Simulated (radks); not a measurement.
K4+, 15 electrons, occupied as [Ne] 3s2 3p3.

All-electron calculation, Dirac Kohn-Sham, PBE, spin-unpolarised, spherical densities, finite nucleus; open shells fill j = l - 1/2 first; Fermi nuclear charge, rms radius 3.4349 fm. Program: a radial shooting solver on a logarithmic mesh with Libxc functionals.

Energy parts (Ry):
part                       energy
total                 -1193.46141
kinetic                1202.06823
electron-nucleus      -2775.17088
Hartree                 442.74877
exchange-correlation    -63.10754

Orbitals (lengths in bohr, moments of r in powers of bohr; r(90%) holds 90 % of the orbital's charge):
| orbital | occ. | eigenvalue (Ry) | <r^2> | <1/r> | <r^4> | r(90%) | small-component weight |
|---|---|---|---|---|---|---|---|
| 1s1/2 | 2 | -263.7034 | 0.008835 | 18.72 | 0.0002012 | 0.145 | 4.60e-03 |
| 2s1/2 | 2 | -30.63018 | 0.1771 | 3.815 | 0.05580 | 0.602 | 7.59e-04 |
| 2p1/2 | 2 | -25.41024 | 0.1498 | 3.737 | 0.04694 | 0.574 | 7.38e-04 |
| 2p3/2 | 4 | -25.19618 | 0.1517 | 3.702 | 0.04808 | 0.578 | 7.32e-04 |
| 3s1/2 | 2 | -6.57712 | 1.564 | 1.196 | 3.792 | 1.73 | 1.63e-04 |
| 3p1/2 | 2 | -5.26618 | 1.777 | 1.100 | 5.116 | 1.87 | 1.43e-04 |
| 3p3/2 | 1 | -5.23969 | 1.792 | 1.094 | 5.199 | 1.88 | 1.42e-04 |
| 3d3/2 | 0 | -3.31265 | 2.302 | 0.8858 | 9.766 | 2.21 | 9.56e-05 |
| 3d5/2 | 0 | -3.31036 | 2.306 | 0.8848 | 9.794 | 2.21 | 9.55e-05 |
| 4s1/2 | 0 | -2.40683 | 8.113 | 0.5098 | 93.22 | 3.83 | 5.13e-05 |
| 4p1/2 | 0 | -2.02379 | 9.714 | 0.4676 | 135.4 | 4.21 | 4.55e-05 |
| 4p3/2 | 0 | -2.01744 | 9.770 | 0.4659 | 136.9 | 4.22 | 4.53e-05 |

The highest occupied level is 3p3/2 at -71.290 eV. The density falls to 0.001 e/bohr^3 at r = 2.72 bohr. For comparison, the ionisation energy in NIST's Atomic Spectra Database is 82.7 eV (semi-empirical). In exact Kohn-Sham theory the highest level is minus the ionisation energy, but local and semilocal functionals leave it too shallow, through self-interaction and a potential that decays too fast; potentials with the right tail come closer. Summed over all electrons, <r^2> = 9.753 bohr^2, which gives a Langevin (diamagnetic) susceptibility term of -7.72 x 10^-6 cm^3/mol. The electron density at the nucleus is 5202 e/bohr^3.

Beside tabulated values, note that spin-unpolarised runs miss the spin-polarisation part of the exchange energy of open shells.
